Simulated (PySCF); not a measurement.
SeSn, SMILES [Se]=[Sn] (connectivity only; charge and spin as stated), neutral, multiplicity 1.

The structure is a stationary point at r2SCAN-D4/def2-TZVP. The def2 effective core potentials stand for the cores of Sn; spin–orbit coupling is left out.

These are C-PCM-B3LYP/def2-SVP (PySCF 2.14.0) values and carry that method's errors.

The values are the electrostatic part of the solvation free energy, E(continuum) − E(gas) at the gas-phase geometry, in a cavity of scaled van der Waals radii (PySCF's table); cavitation and dispersion terms are not included. A continuum can't describe solvent molecules that bind to the metal. In vacuum the orbital gap is 4.14 eV. The dipole moment in vacuum is 2.68 D.

| solvent | ε | ΔG(elec) (kcal/mol) | dipole (D) | gap (eV) |
|---|---|---|---|---|
| water | 78.36 | -3.6 | 4.48 | 4.35 |
| 2-propanol | 19.26 | -3.4 | 4.37 | 4.34 |
| n-hexane | 1.88 | -1.4 | 3.34 | 4.22 |
